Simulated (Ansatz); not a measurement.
Reactions of `C[S][AlH][Cl]`.

Gas-phase electronic energies from Ansatz, PBE0-D4/def2-TZVP geometries. CCSD(T)/CBS is the MP2 limit (def2-TZVPP, def2-QZVPP) plus CCSD(T) − MP2 in def2-TZVPP, frozen cores. This one scheme is used for every species, atoms too. Functionals use def2-TZVPP. No spin–orbit coupling; open shells (•) take unrestricted orbitals. Spin–orbit coupling would lower the free atoms: a little for Al, C, Cl, S. For Ge outer-core shells are correlated without core-valence functions, so the limit isn't a true one: a few kJ/mol of doubt a bond, and 10 to 20 or more in all where bonds break to atoms. Scalar relativity is left out up to krypton. Each species was taken in one conformer, which may not be the lowest.

```
                                                        reaction  PBE0-D4 (kcal/mol)  CCSD/CBS(def2) (kcal/mol)  PBE-D4 (kcal/mol)  CCSD(T)/CBS(def2) (kcal/mol)
              `C[S][AlH][Cl]` + GeH₄ → `[Cl][AlH][GeH3]` + CH₃SH                18.8                       19.4               18.4                          19.8
                 `C[S][AlH][Cl]` + HCl → `[Cl][AlH][Cl]` + CH₃SH               -11.7                      -13.2              -10.9                         -12.5
                  `C[S][AlH][Cl]` + BH₃ → `[BH2][AlH][S]C` + HCl                43.7                       46.0               42.0                          45.7
`C[S][AlH][Cl]` + `CC(C)(C)C` → `CC(C)(C)[CH2][AlH][Cl]` + CH₃SH                28.5                       29.0               28.1                          28.8
     `C[S][AlH][Cl]` + `C[SiH2]N` → `C[SiH](N)[AlH][Cl]` + CH₃SH                25.7                       28.1               24.8                          28.1
                   `C[S][AlH][Cl]` + H₂O → `C[S][AlH][OH]` + HCl                 7.9                        7.2                7.2                           7.2
                    `C[S][AlH][Cl]` → Al• + C• + Cl• + 4 H• + S•               634.6                      627.2              640.4                         636.5
                    `C[S][AlH][Cl]` + H–F → `C[S][AlH][F]` + HCl                -3.2                       -4.6               -4.0                          -4.3
                 `C[S][AlH][Cl]` + H₂O → `[OH][AlH][Cl]` + CH₃SH                -5.7                       -7.7               -5.6                          -6.9
               `C[S][AlH][Cl]` + CH₃OH → `C[O][AlH][Cl]` + CH₃SH                -5.3                       -7.6               -5.2                          -7.0
```

Largest T1 diagnostic: 0.018, for Al•.
